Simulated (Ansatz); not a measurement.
Species: 3,3-dichlorosiletane, C₃H₆Cl₂Si (charge 0, singlet). SMILES: C1C(Cl)(C[SiH2]1)Cl
Coordinates optimised at B3LYP-D3(BJ)/def2-TZVP (Ansatz, an electronic-structure program):
```xyz
12

Cl    -0.1948     0.8677    -1.5574
C     -0.3034     0.0455     0.0547
Cl    -2.0123     0.1581     0.6352
C      0.7338     0.6708     1.0076
Si     1.9209    -0.7079     0.4516
C      0.2282    -1.3947    -0.0800
H      0.4251     0.4996     2.0400
H      0.9158     1.7295     0.8566
H      2.6324    -1.4447     1.5202
H      2.8572    -0.3641    -0.6368
H     -0.1892    -2.0098     0.7187
H      0.0354    -1.8672    -1.0371
```
Charge 0, spin multiplicity 1.

Wanted: atomisation energy (electronic, to ground-state atoms), in kcal/mol. Valence correlation only, unless marked. Open shells are spin-unrestricted. Spin-orbit coupling is left out. Non-relativistic. The coupled-cluster limit lacks core correlation, which all-electron functionals hold. CBS(X,Y): correlation extrapolated as X^-3; Hartree-Fock from the larger set.

| level | program | atomisation energy (kcal/mol) |
|---|---|---|
| PBE0/def2-TZVPD | Ansatz | ? |
| CCSD(T) with core electrons (1s frozen past Ne)/cc-pwCVTZ | Ansatz | ? |
| CCSD(T)/CBS(cc-pV(T+d)Z,cc-pV(Q+d)Z) | Ansatz | 1035.1 |

What belongs in the gaps?


- PBE0/def2-TZVPD, atomisation energy (kcal/mol): 1036.7
- CCSD(T) with core electrons (1s frozen past Ne)/cc-pwCVTZ, atomisation energy (kcal/mol): 1010.3
